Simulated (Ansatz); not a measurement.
Species: ZrI3 (charge 0, doublet). The spin state was set by rule; other spins were not relaxed. SMILES of the parent species: [I][Zr]([I])[I]
Structure (B3LYP-D3(BJ)/def2-TZVP (Ansatz, a program for electronic structure) minimum search):
```xyz
4

Zr     0.0000     0.0000     0.0000
I     -2.1313    -1.6446    -0.2542
I     -0.0141     2.4259    -1.1945
I      2.1454    -0.7813     1.4486
```
Charge 0, spin multiplicity 2.

Wanted: atomisation energy (electronic, to ground-state atoms), in kcal/mol. Correlated levels leave the core frozen unless marked. Open shells are spin-unrestricted. Spin-orbit coupling is left out. The frozen core is the preceding noble-gas configuration, with the filled d and f shells of earlier blocks. Past Kr the def2 sets carry scalar-relativistic core potentials. The coupled-cluster limit lacks core correlation, which all-electron functionals hold. CBS marks a two-point X^-3 extrapolation of the correlation energy; Hartree-Fock from the larger set. The bracket is a focal-point correction in the basis named.

```json
[
 {"level": "HF/def2-QZVPP", "program": "Ansatz", "atomisation energy (kcal/mol)": "202.9", "minus last row": "-68.2"},
 {"level": "r2SCAN-D3(BJ)/def2-TZVPD", "program": "Ansatz + dftd3", "atomisation energy (kcal/mol)": "279.1", "minus last row": "8.0"},
 {"level": "r2SCAN-D4/def2-TZVPD", "program": "Ansatz + dftd4", "atomisation energy (kcal/mol)": "278.8", "minus last row": "7.7"},
 {"level": "B3LYP-D4/def2-TZVPD", "program": "Ansatz + dftd4", "atomisation energy (kcal/mol)": "265.7", "minus last row": "-5.4"},
 {"level": "PBE0-D3(BJ)/def2-TZVP", "program": "Ansatz + dftd3", "atomisation energy (kcal/mol)": "276.1", "minus last row": "5.0"},
 {"level": "PBE0-D4/def2-TZVPD", "program": "Ansatz + dftd4", "atomisation energy (kcal/mol)": "276.2", "minus last row": "5.1"},
 {"level": "PBE0/def2-TZVPD", "program": "Ansatz", "atomisation energy (kcal/mol)": "271.8", "minus last row": "0.7"},
 {"level": "BHLYP-D4/def2-TZVPD", "program": "Ansatz + dftd4", "atomisation energy (kcal/mol)": "258.6", "minus last row": "-12.5"},
 {"level": "HSE06-D3(BJ)/def2-TZVPD", "program": "Ansatz + dftd3", "atomisation energy (kcal/mol)": "277.3", "minus last row": "6.2"},
 {"level": "HSE06-D4/def2-TZVPD", "program": "Ansatz + dftd4", "atomisation energy (kcal/mol)": "276.6", "minus last row": "5.5"},
 {"level": "HSE06/def2-TZVPD", "program": "Ansatz", "atomisation energy (kcal/mol)": "272.1", "minus last row": "1.0"},
 {"level": "CAM-B3LYP-D4/def2-TZVPD", "program": "Ansatz + dftd4", "atomisation energy (kcal/mol)": "261.5", "minus last row": "-9.6"},
 {"level": "wB97X-V/def2-TZVPD", "program": "Ansatz", "atomisation energy (kcal/mol)": "269.7", "minus last row": "-1.4"},
 {"level": "B2GP-PLYP-D3(BJ)/def2-TZVPD", "program": "Ansatz + dftd3", "atomisation energy (kcal/mol)": "276.0", "minus last row": "4.9"},
 {"level": "RPA@PBE/def2-QZVPP", "program": "Ansatz", "atomisation energy (kcal/mol)": "242.0", "minus last row": "-29.1"},
 {"level": "MP2/def2-SVP", "program": "Ansatz", "atomisation energy (kcal/mol)": "257.2", "minus last row": "-13.9"},
 {"level": "CCSD/def2-TZVPP", "program": "Ansatz", "atomisation energy (kcal/mol)": "251.4", "minus last row": "-19.7"},
 {"level": "CCSD/def2-TZVPPD", "program": "Ansatz", "atomisation energy (kcal/mol)": "252.4", "minus last row": "-18.7"},
 {"level": "CCSD(T)/def2-TZVPP", "program": "Ansatz", "atomisation energy (kcal/mol)": "260.2", "minus last row": "-10.9"},
 {"level": "RI-MP2/CBS(def2-TZVPP,def2-QZVPP)+[CCSD(T)-MP2]/def2-TZVPP", "program": "Ansatz", "atomisation energy (kcal/mol)": "271.4", "minus last row": "0.3"},
 {"level": "RI-MP2/CBS(def2-TZVPPD,def2-QZVPPD)+[CCSD(T)-MP2]/def2-TZVPPD", "program": "Ansatz", "atomisation energy (kcal/mol)": "271.1", "minus last row": "0.0"}
]
```
